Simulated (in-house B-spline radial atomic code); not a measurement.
## The lanthanum ion La⁺: [Ar] 3d10 4s2 (4p1/2)2 (4p3/2)3 4d10 5s2 5p6 5d1 6s2 (with a hole in an inner shell)

Level of theory: Dirac-Kohn-Sham PBE0, spherical fractional occupations, Fermi nucleus of rms radius 4.855 fm; calculated with an all-electron radial atomic-structure program (B-spline basis).

Screening seen three ways: the hydrogenic charge with the same mean radius, Z_r = [3n² - l(l+1)]/(2<r>), the one with the same energy, Z_e = n√(-2ε), and Slater's rules. Values are occupation-weighted means over j. An effective charge above Z reflects the relativistic contraction of the inner shells.

| shell | electrons | ε (eV) | <r> (bohr) | Z_r | Z_e | Slater |
| --- | --- | --- | --- | --- | --- | --- |
| 1s | 2 | -38853 | 0.02507 | 59.84 | 53.44 | 56.70 |
| 2s | 2 | -6231.4 | 0.1069 | 56.10 | 42.80 | 52.85 |
| 2p | 6 | -5598.9 | 0.09398 | 53.20 | 40.57 | 52.85 |
| 3s | 2 | -1363.6 | 0.2844 | 47.47 | 30.03 | 45.75 |
| 3p | 6 | -1158.8 | 0.2823 | 44.27 | 27.69 | 45.75 |
| 3d | 10 | -858.37 | 0.2596 | 40.44 | 23.83 | 35.85 |
| 4s | 2 | -296.04 | 0.6501 | 36.92 | 18.66 | 29.60 |
| 4p | 5 | -228.48 | 0.6852 | 33.57 | 16.39 | 29.60 |
| 4d | 10 | -127.47 | 0.7552 | 27.81 | 12.24 | 18.85 |
| 5s | 2 | -54.397 | 1.506 | 24.90 | 10.00 | 12.10 |
| 5p | 6 | -35.629 | 1.713 | 21.31 | 8.09 | 12.10 |
| 5d | 1 | -10.6 | 2.496 | 13.82 | 4.41 | 4.00 |
| 6s | 2 | -10.379 | 3.779 | 14.29 | 5.24 | 4.00 |

The least bound orbital is 6s1/2 at -10.38 eV, and it is also the most diffuse (<r> = 3.779 bohr). The part-filled 4p shell lies below the filled 6s shell in orbital energy.

For the 1s electron the small component carries 4.44 % of the norm, the zero-frequency Breit interaction raises the level by 103.5 eV, self-energy by 60.27 eV, and vacuum polarisation lowers it by 8.843 eV.

Caution: exact exchange at fractional occupations of open shells leaves self-interaction of up to several eV.
